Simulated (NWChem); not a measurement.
Species: CF₂ cation, doublet

```xyz
3

F      1.0870     0.0000    -0.1452
C      0.0000     0.0000     0.4273
F     -1.0870     0.0000    -0.1452
```
Atoms are numbered in this order, from 1.

Computed with NWChem. Spin-unrestricted. In the optimisation the excess spin sits in a1 (C2v, its own frame). Structure relaxed at the B3LYP/6-31G* (spherical d), spin-unrestricted level. No stability test was run on the SCF state. Principal shifts from the free-electron g value, in parts per thousand; spin-orbit coupling by linear response on scalar ZORA.

Problem. What does the run give for PBE/x2c-SVPall, ZORA? Quantities: Δg1 (ppt); Δg2 (ppt); Δg3 (ppt); isotropic Δg (ppt).

Solution. Δg1 (ppt): -8.18
Δg2 (ppt): -1.01
Δg3 (ppt): 2.21
isotropic Δg (ppt): -2.33
